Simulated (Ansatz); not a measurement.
`Br[SiH]1[CH2][GaH]1`. Charge 0, multiplicity 1. The geometry is a stationary point of PBE0-D4/def2-TZVP.

```xyz
8

Br    0.487   -0.859   -2.626
Si    0.538   -0.887   -0.392
C     0.314    0.839    0.324
Ga   -1.428   -0.141    0.571
H     1.693   -1.727    0.023
H     0.479    1.749   -0.249
H     0.801    0.918    1.305
H    -2.884    0.108    1.044
```

(1) What is the dipole moment at B3LYP/def2-TZVPP? (Estimate.)

(2) And with PBE, r2SCAN, ωB97M-V? (Estimate.)

(3) Give the Mulliken charges with B3LYP, r2SCAN, ωB97M-V in def2-TZVPP. (Best estimate.)

## Answers

(1) Ansatz gave: 2.15 D, with components (-0.66, 0.53, 1.97) D in this frame, pointing from negative to positive charge.

(2) Ansatz gave: PBE 2.04 D, r2SCAN 2.12 D, ωB97M-V 2.24 D.

(3) Ansatz gave: 
| atom | B3LYP | r2SCAN | ωB97M-V |
| --- | --- | --- | --- |
| Br1 | -0.24 | -0.24 | -0.21 |
| Si2 | 0.28 | 0.29 | 0.22 |
| C3 | -0.37 | -0.38 | -0.45 |
| Ga4 | 0.16 | 0.20 | 0.16 |
| H5 | -0.06 | -0.08 | -0.02 |
| H6 | 0.11 | 0.10 | 0.13 |
| H7 | 0.09 | 0.10 | 0.12 |
| H8 | 0.01 | 0.00 | 0.05 |

B3LYP here is the variant with VWN-RPA as its local correlation; programs differ in this.
